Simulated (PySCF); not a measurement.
Si(H)2(Me)(OAc) (C3H8O2Si), SMILES C(C)(O[SiH2]C)=O. Atoms are numbered in the order given.

```xyz
14

Si    -1.1822     0.5609     0.6676
C     -2.1810    -0.8779     0.0354
O      0.5003     0.1893     0.7111
C      1.1316    -0.0333    -0.4469
C      2.5935    -0.3081    -0.2660
O      0.5551    -0.0069    -1.5064
H     -1.4728     0.8367     2.1019
H     -1.3798     1.8027    -0.1299
H     -3.2574    -0.6601     0.1203
H     -1.9688    -1.7858     0.6205
H     -1.9392    -1.0698    -1.0195
H      2.7270    -1.1747     0.3978
H      3.0703     0.5511     0.2281
H      3.0635    -0.4961    -1.2374
```

Coordinates come from a PBE0-D3(BJ)/def2-SVP optimisation. One conformer was computed; it need not be the lowest.

The numbers are results of HF/def2-TZVP (PySCF), not measurements.

Atomic charges (e):

| atom | Mulliken | IAO |
|---|---|---|
| Si1 | 0.61 | 1.19 |
| C2 | -0.52 | -0.72 |
| O3 | -0.51 | -0.68 |
| C4 | 0.54 | 0.67 |
| C5 | -0.32 | -0.41 |
| O6 | -0.50 | -0.56 |
| H7 | -0.06 | -0.19 |
| H8 | -0.05 | -0.19 |
| H9 | 0.12 | 0.14 |
| H10 | 0.12 | 0.14 |
| H11 | 0.16 | 0.16 |
| H12 | 0.13 | 0.15 |
| H13 | 0.13 | 0.15 |
| H14 | 0.14 | 0.15 |

Question: Give the Mayer and Wiberg (Löwdin basis) orders of the bonds. (An estimate is asked for; the answer gives what the named calculation found.)

Answer: 
| bond | Mayer | Wiberg |
|---|---|---|
| Si1–C2 | 0.99 | 1.23 |
| Si1–O3 | 0.86 | 1.24 |
| O3–C4 | 1.11 | 1.70 |
| C4–C5 | 0.98 | 1.24 |
| C4–O6 | 1.90 | 2.63 |
| Si1–H7 | 0.98 | 0.94 |
| Si1–H8 | 0.98 | 0.94 |
| C2–H9 | 0.96 | 0.90 |
| C2–H10 | 0.96 | 0.91 |
| C2–H11 | 0.96 | 0.90 |
| C5–H12 | 0.96 | 0.89 |
| C5–H13 | 0.96 | 0.89 |
| C5–H14 | 0.99 | 0.90 |
